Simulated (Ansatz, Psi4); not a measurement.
System: C$_{2}$H$_{7}$ClSi$_{2}$ (charge 0, singlet). SMILES: C=C[SiH2][SiH2]Cl
Geometry from a B3LYP-D3(BJ)/def2-TZVP (Ansatz, a quantum-chemistry and plane-wave program) optimisation:
```
Si
H 1 1.4841
H 1 1.4847 2 109.34
C 1 1.8614 2 111.28 3 -121.27
C 4 1.3318 1 123.88 2 125.52
H 5 1.0848 4 121.95 1 -1.62
H 5 1.0849 6 115.98 4 179.90
H 4 1.0873 5 118.31 6 -179.77
Si 1 2.3451 2 107.65 3 119.24
H 9 1.4806 1 112.27 2 -176.01
H 9 1.4810 10 108.78 1 -126.37
Cl 9 2.0838 10 107.28 11 -115.91
```

HF/6-31G* beside other levels, property by property. Set-up: no dispersion term unless named; atomisation electronic, to ground-state atoms; non-relativistic; frozen cores in correlated levels; 6-311+G** with 5d, 6d on Na to Ar in Ansatz; each state is the SCF solution reached for its charge and spin; spin-orbit terms left out; six Cartesian d functions in 6-31G* and its kin unless marked 5d; UHF or UKS for open shells. Basis-set limits of correlation are two-point, X^-3; Hartree-Fock from the larger set. [CCSD(T)-MP2]/basis is that difference in the basis named. First-principles rows: single points at B3LYP-D3(BJ) geometries (Ansatz), with unscaled harmonic terms from B3LYP/6-31G* (Ansatz) at its own minima, enthalpies of formation by atomisation with measured atoms. Levels can end on unlike triplets.

Coupled cluster (Ansatz) is a level with limits of its own, used here on species with T1 under 0.025 (0.045 for open shells) and stable references: (a) RI-MP2/CBS(aug-cc-pV(T+d)Z,aug-cc-pV(Q+d)Z)+[CCSD(T)-MP2]/aug-cc-pV(T+d)Z; (b) CCSD(T)/CBS(aug-cc-pV(T+d)Z,aug-cc-pV(Q+d)Z).

| property | HF/6-31G* (Ansatz) | B3LYP/6-31G* (Ansatz) | B3LYP/6-311+G** (Ansatz) | wB97X-D/6-31G* (Psi4) | to compare with |
|---|---|---|---|---|---|
| vertical triplet-singlet gap, E(triplet) - E(singlet) (eV) | 3.30 | 4.27 | 4.23 | 4.32 | 4.42 coupled cluster (a) |
| enthalpy of formation at 298 K (kcal/mol) | 242.7 | 11.8 | 15.1 | -1.2 | -12.3 coupled cluster (b) |
| atomisation energy (kcal/mol) | 745.6 | 976.5 | 973.2 | 989.5 | 1000.6 coupled cluster (b) |

As the rows show:
- vertical triplet-singlet gap, E(triplet) - E(singlet): HF/6-31G* lies 1.12 eV below coupled cluster.
- enthalpy of formation at 298 K: HF/6-31G* lies 255.0 kcal/mol above coupled cluster.
- atomisation energy: HF/6-31G* lies 255.0 kcal/mol below coupled cluster.

The properties are those with a value to compare with, at most eight drawn at random. No case is left out for the size of its miss. Left out are saddle points of the reference geometry, anions that the best level run finds unbound, excited spin states, species near biochemistry, 298 K rows of species without real B3LYP wavenumbers, cases with under five habitual levels, runs that failed or that the program found above a lower state of the same kind, table entries that another table contradicts, and a share of species set aside by lot.
